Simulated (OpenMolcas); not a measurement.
**Co4+, Rh4+, Ir4+: d⁵ down the group**

* Program: OpenMolcas 26.06
* Method: MS-CASPT2, IPEA 0.25 Eh, imaginary shift 0.1 Eh
* Basis: ANO-RCC-VTZP
* Scalar Hamiltonian: DKH2, point nucleus
* Spin-orbit coupling: state interaction with AMFI integrals over the reference wave functions, term energies averaged over their components

Active space for each ion: 5 electrons in 10 orbitals (d d); closed shells correlated by CASPT2: Co4+ 3s 3p; Rh4+ 4s 4p; Ir4+ 5s 5p.

Computed levels in cm-1 above ⁶S_5/2:

```json
{"Level": "⁴G_7/2", "Co4+": "39220", "Rh4+": "26910", "Ir4+": "23490"}
{"Level": "⁴G_9/2", "Co4+": "39270", "Rh4+": "27160", "Ir4+": "25960"}
{"Level": "⁴G_11/2", "Co4+": "39280", "Rh4+": "27100", "Ir4+": "25060"}
{"Level": "⁴P_1/2", "Co4+": "43510", "Rh4+": "30660", "Ir4+": "27520"}
{"Level": "⁴D_7/2", "Co4+": "46920", "Rh4+": "32030", "Ir4+": "30940"}
{"Level": "⁴D_1/2", "Co4+": "47030", "Rh4+": "33180", "Ir4+": "35220"}
{"Level": "²I_11/2", "Co4+": "57380", "Rh4+": "39400", "Ir4+": "36670"}
{"Level": "²I_13/2", "Co4+": "57540", "Rh4+": "40180", "Ir4+": "40440"}
{"Level": "²F_7/2(1)", "Co4+": "63180", "Rh4+": "45970", "Ir4+": "51390"}
{"Level": "weight of ⁶S in the lowest level (%)", "Co4+": "100", "Rh4+": "99", "Ir4+": "85"}
```

Mixed levels, with the weight of the term that names them: Rh4+ ⁴P_1/2 (69 %), Rh4+ ⁴D_1/2 (70 %), Rh4+ ²F_7/2(1) (64 %), Ir4+ ⁴G_7/2 (64 %), Ir4+ ⁴P_1/2 (60 %), Ir4+ ⁴D_7/2 (65 %), Ir4+ ⁴D_1/2 (65 %), Ir4+ ²I_11/2 (73 %), Ir4+ ²F_7/2(1) (61 %).

Measured, with the error of the calculation in %. Measured levels: Co4+ from Sugar and Corliss, J. Phys. Chem. Ref. Data 10, 1097 (1981).

```
    Level          Co4+
  ⁴G_11/2  37218 (+5.5)
   ⁴P_1/2  41024 (+6.1)
   ⁴D_7/2  44709 (+4.9)
   ⁴D_1/2  44908 (+4.7)
²F_7/2(1)  59455 (+6.3)
```

Without spin-orbit coupling ⁴G lies 39250, 27020, 24530 cm-1 above ⁶S in that order; the difference to the level ⁴G_7/2, of either sign, comes from spin-orbit coupling, which also lowers the zero.

CASPT2 does not keep the components of a term degenerate, so their means are used; among the terms shown or strongly mixed into the levels shown the widest spread is 640 cm-1 (3d⁵ ²I, Co4+). Active for correlation alone: 4d; no level in the range computed is led by a configuration that fills it, so any true level of that kind is missing (holds for Co4+). Active for correlation alone: 5d; no level in the range computed is led by a configuration that fills it, so any true level of that kind is missing (holds for Rh4+). Active for correlation alone: 6d; no level in the range computed is led by a configuration that fills it, so any true level of that kind is missing (holds for Ir4+). Computed and measured levels are paired by configuration, term and J; levels that our copy of the source lacks, or whose pairing is in doubt (as where it misses far off the trend of its configuration), stay unpaired and out of the deviations. Only configurations of the active space appear.

A number in round brackets counts repeated terms of one configuration in the order of the reference energies.
